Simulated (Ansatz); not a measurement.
Input file for Ansatz (an electronic-structure program): U-B3LYP/def2-TZVPP on ISe (SMILES [Se]I). Elements past Kr take the def2 small-core potentials; no spin–orbit coupling.

Ansatz 0.2 input:
```yaml
crystal:
  periodic: [false, false, false]
  atoms:
    - {symbol: Se, position_ang: [-0.00893997, -0.01797711, -1.23672810]}
    - {symbol: I, position_ang: [0.00893997, 0.01797711, 1.23672810]}
basis:
  gaussian:
    orbitals: def2-TZVPP
hamiltonian:
  xc: {name: B3LYP}
magnetization: {spin_polarized: true, initial_magnetization: 1}
```

The log:

```
WARN ansatz: RAYON_NUM_THREADS=4 ignored (pool sized by the plan → 4); use --threads N
Functional definition: B3LYP
integrals: 0.04 GiB planned
806 factors; integrals over basis functions are off by at most 1.0e-3 eV
mean field: 0.64 GiB planned
mean field evaluation 1: about -73453.4581 eV, gradient 8.3e0 eV
mean field evaluation 2: about -73452.4216 eV, gradient 1.5e1 eV
mean field evaluation 4: about -73453.9901 eV, gradient 5.0e-1 eV
mean field evaluation 8: about -73454.0259 eV, gradient 1.5e-1 eV
mean field evaluation 16: about -73454.0261 eV, gradient 2.7e-4 eV
mean field evaluation 32: about -73454.0261 eV, gradient 8.0e-5 eV
mean field -73454.02607756 eV, -2699.3856694231 hartree, gradient 8.0e-5 eV, S^2 0.753277; 2 other end points of the search recorded, 0 dependent functions left out
reference -73454.02625293 eV, -2699.3856758680 hartree; 30, 29 occupied and 68, 69 virtual orbitals, 806 factors
Total energy: -73454.02625293 eV, -2699.3856758680 hartree
```

Self-consistency was reached.

Cost: very roughly 6 core-seconds.
